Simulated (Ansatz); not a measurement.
```yaml
crystal:
  periodic: [false, false, false]
  atoms:
    - {symbol: C, position_ang: [4.964129, 4.628465, -0.147212]}
    - {symbol: O, position_ang: [1.915839, 4.550697, -0.245753]}
    - {symbol: In, position_ang: [0.040481, 0.600758, -0.245538]}
    - {symbol: O, position_ang: [2.440486, -2.759135, 0.505369]}
    - {symbol: Si, position_ang: [5.856313, -4.100382, 1.047511]}
    - {symbol: N, position_ang: [-4.169044, -0.490696, -0.143131]}
    - {symbol: C, position_ang: [-6.780419, 1.890694, -0.644490]}
    - {symbol: C, position_ang: [-5.487160, -3.528210, -0.461856]}
    - {symbol: H, position_ang: [5.806540, 3.761844, -2.030187]}
    - {symbol: H, position_ang: [5.422635, 6.984468, 0.372025]}
    - {symbol: H, position_ang: [6.280524, 3.598379, 2.347519]}
    - {symbol: H, position_ang: [6.349607, -6.905146, 1.405443]}
    - {symbol: H, position_ang: [7.496990, -2.622245, 3.621883]}
    - {symbol: H, position_ang: [7.702699, -2.700001, -2.210512]}
    - {symbol: H, position_ang: [-5.594386, 4.444599, -0.477362]}
    - {symbol: H, position_ang: [-7.486397, 1.965811, -2.937206]}
    - {symbol: H, position_ang: [-7.859405, 1.917576, 1.101242]}
    - {symbol: H, position_ang: [-6.991161, -3.228867, 1.217722]}
    - {symbol: H, position_ang: [-3.707459, -4.906744, 0.406664]}
    - {symbol: H, position_ang: [-6.580955, -3.703411, -2.001430]}
basis:
  gaussian: {orbitals: def2-TZVP, fitting: {mean_field: cc-pVTZ-jkfit}}
hamiltonian: {xc: {name: BLYP}, dispersion: d3bj}
accuracy: high
output: {forces: true}
```

```sh
$ ansatz run in.yaml --threads 2 --pin off --events-out ev --progress --plain --max-ram 20480MiB --backend cuda --devices 0, --max-vram 18GiB
```

It prints (some lines left out):

```
Functional definition: BLYP
Error: <dir> the basis set cc-pVTZ-JKFIT has no functions for In
```

Run time 1.4 s (2 threads of an AMD EPYC 7R13 on a shared host and a share of an NVIDIA H100 80 GB); peak host memory 0.74 GiB.
